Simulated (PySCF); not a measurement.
Compound: C₇H₁₀NP.
Numbering: `[CH3:1][P:2]([CH3:3])[c:4]1[cH:5][cH:6][cH:7][cH:8][n:9]1` (hydrogens: H10, H11, H12 on C1; H13, H14, H15 on C3; H16 on C5; H17 on C6; H18 on C7; H19 on C8)

The same species was optimised twice, with GFN2-xTB and with PBE0-D3(BJ)/def2-SVP (PySCF), and the same property calculations (PySCF, gas phase) were run on both structures.

| coordinate | GFN2-xTB | PBE0-D3(BJ)/def2-SVP | change |
| --- | --- | --- | --- |
| P2–C4 (Å) | 1.832 | 1.849 | +0.017 |
| C4–C5 (Å) | 1.394 | 1.404 | +0.010 |
| C8–N9 (Å) | 1.321 | 1.331 | +0.010 |
| C4–N9 (Å) | 1.325 | 1.334 | +0.009 |
| C7–C8 (Å) | 1.385 | 1.393 | +0.008 |
| C5–C6 (Å) | 1.382 | 1.389 | +0.007 |
| C6–C7 (Å) | 1.388 | 1.395 | +0.007 |
| P2–C3 (Å) | 1.842 | 1.839 | -0.003 |
| C1–P2 (Å) | 1.858 | 1.855 | -0.003 |
| P2–C4–N9 (°) | 116.9 | 118.9 | +2.0 |
| C1–P2–C4 (°) | 96.9 | 98.9 | +2.0 |
| C1–P2–C3 (°) | 98.6 | 100.4 | +1.8 |
| P2–C4–C5 (°) | 120.6 | 119.0 | -1.6 |
| C3–P2–C4 (°) | 98.8 | 100.1 | +1.3 |
| C5–C4–N9 (°) | 122.5 | 122.0 | -0.5 |
| C4–C5–C6 (°) | 118.7 | 119.0 | +0.3 |
| C4–N9–C8 (°) | 118.6 | 118.7 | +0.1 |
| C1–P2–C4–C5 (°) | -69 | -71 | -2 |

Rotational constants: A = 2906, B = 995.7, C = 815.4 MHz (GFN2-xTB) against A = 2885, B = 967.1, C = 796.0 MHz (PBE0-D3(BJ)/def2-SVP). Point groups within 0.08 Å: C1 and C1.

On the GFN2-xTB structure: HOMO (eV) -6.41 [PBE0/pcSseg-1]; LUMO (eV) -0.81 [PBE0/pcSseg-1]; dipole (D) 2.06 [PBE0/pcSseg-1]; GIAO shielding of C1/C3 (mean) (ppm) 168.8 [PBE0/pcSseg-1]; GIAO shielding of P2 (ppm) 374.3 [PBE0/pcSseg-1]; GIAO shielding of C4 (ppm) 10.3 [PBE0/pcSseg-1]; GIAO shielding of C5 (ppm) 54.8 [PBE0/pcSseg-1]; GIAO shielding of C6 (ppm) 46.7 [PBE0/pcSseg-1]; GIAO shielding of C7 (ppm) 61.1 [PBE0/pcSseg-1]; GIAO shielding of C8 (ppm) 31.7 [PBE0/pcSseg-1]; GIAO shielding of N9 (ppm) -89.3 [PBE0/pcSseg-1].

Task: What do these properties become on the PBE0-D3(BJ)/def2-SVP structure?

Result: 
```tsv
property	level	on GFN2-xTB	on PBE0-D3(BJ)/def2-SVP	change
HOMO (eV)	PBE0/pcSseg-1	-6.41	-6.35	+0.06
LUMO (eV)	PBE0/pcSseg-1	-0.81	-0.86	-0.05
dipole (D)	PBE0/pcSseg-1	2.06	1.99	-0.07
energy, GFN2-xTB geometry as zero (kcal/mol)	PBE0/pcSseg-1	0.0	-0.9	-0.9
GIAO shielding of C1/C3 (mean) (ppm)	PBE0/pcSseg-1	168.8	168.6	-0.2
GIAO shielding of P2 (ppm)	PBE0/pcSseg-1	374.3	364.7	-9.6
GIAO shielding of C4 (ppm)	PBE0/pcSseg-1	10.3	8.7	-1.6
GIAO shielding of C5 (ppm)	PBE0/pcSseg-1	54.8	51.4	-3.4
GIAO shielding of C6 (ppm)	PBE0/pcSseg-1	46.7	44.7	-2.0
GIAO shielding of C7 (ppm)	PBE0/pcSseg-1	61.1	58.5	-2.6
GIAO shielding of C8 (ppm)	PBE0/pcSseg-1	31.7	29.2	-2.5
GIAO shielding of N9 (ppm)	PBE0/pcSseg-1	-89.3	-95.0	-5.7
```

The heavy atoms differ by 0.049 Å rms after alignment. Among bonds between heavy atoms P2–C4 changes most (+0.017 Å). Changes are differences of the printed values. Neither structure is proved a minimum here.

The values belong to the conformer `[CH3:1][P:2]([CH3:3])[c:4]1[cH:5][cH:6][cH:7][cH:8][n:9]1`: C1–P2–C4–C5 -71°.
